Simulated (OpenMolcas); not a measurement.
## Pd2+: effect of the metal basis

Pd2+ with 6 ligands (fluoride) in octahedral coordination (Oh) at 2.17 Å. A charge of +0.667 e stands 2.8 Å behind each ligand.

```yaml
Program: OpenMolcas 26.06
Method: "SS-CASPT2, IPEA 0.25 Eh, imaginary shift 0.1 Eh (closed shells correlated: 4s 4p and the ligand valence shells)"
Spin-orbit_coupling: state interaction with AMFI integrals over the reference wave functions
```

Fixed: ligand basis ANO-RCC-VDZP, active space 8 electrons in 5 orbitals (4d), DKH2 Hamiltonian.

States (labels of O, the rotations of Oh). Energies in cm-1 above the lowest state or level, χT in cm3 K/mol.

| Run | Metal basis | Ground state | First state of that spin | First gap with spin-orbit (degeneracies) | χT at 300 K | First state of another spin | Cost |
| --- | --- | --- | --- | --- | --- | --- | --- |
| A | ANO-RCC-VDZP | 3A2 | 3T2 11610 | 9120 (3, 2) | 1.491 | 1E 10190 | roughly 40 core-seconds |
| B | ANO-RCC-VTZP | 3A2 | 3T2 11440 | 8690 (3, 2) | 1.490 | 1E 9580 | roughly 90 core-seconds |

Against A, the first state of the same spin changes by -1.5 % in B.

Costs are those of the CASPT2 steps.

Roots that are degenerate in the reference are averaged as groups; the widest CASPT2 spread within a group is 610 cm-1 (the 3-fold group of multiplicity 1 near 21600 cm-1 above the lowest state of its run, A). Shifts and gaps below about the spread of the groups concerned are not significant. Over all roots computed the reference weight is 0.69 to 0.70 in A, 0.69 in B; a low but even weight reflects the number of correlated electrons. Real 4d8 and 5d8 ions are as a rule square planar and diamagnetic. Ligand-to-metal charge-transfer states are missing. With no ligand orbital active B as a rule stays too high, so bands that hang on it stand too high and its fall with covalency is understated. With one d shell and no ligand orbital active, 10Dq can be off by a tenth or more. Free-ion shares, where given, are those of the reference states; single-state CASPT2 does not remix them. No measured value stands beside these numbers; the geometry was imposed, not optimised, and the real ion may take another.
